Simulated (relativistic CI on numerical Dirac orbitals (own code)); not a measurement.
Calculated at this level of theory: Dirac-Coulomb-Breit CI, KLI orbitals optimised for each configuration, model QED, unscaled Slater integrals (own radial code, finite nucleus).

The strongest absorption lines from the ground level of an ion, among the configurations computed and to levels below about 190 eV (vacuum wavelength in nm, gf): 6.9644 (0.071), 7.0267 (0.036), 7.4181 (0.052), 7.4379 (0.077), 7.8779 (0.47), 7.9193 (0.16), 8.0526 (0.27), 8.2702 (0.18).

**Question.** Which ion is it?
A. Tb23+
B. Tm25+
C. Tm27+
D. Lu29+

**Answer.** C. Tm27+ has 42 electrons and the ground level 4s2.4p6.4d6 5D_4; the strongest line goes to 4s2.4p5.4d7 5P°_3. The pattern of lines fixes the number of electrons, and along that sequence the line energies rise steadily with the charge (about as its square where n changes within one kind of shell, about linearly where n is kept but much faster in heavy ions where fine structure, which grows about as Z⁴, sets the gap, and irregularly where shells cross), which fixes Z. Configurations outside the model, such as inner-shell arrays, can give stronger lines. At this charge energies of transitions that change n are usually good to better than 1 %, and those within a shell (Δn = 0) to a few per cent. Terms inside the open d or f shell come out 10 to 20 % too wide with unscaled integrals.

LS names give the leading component of a level, which can be under half, so a name can repeat, a term be missing and a line seem to break the LS rules.
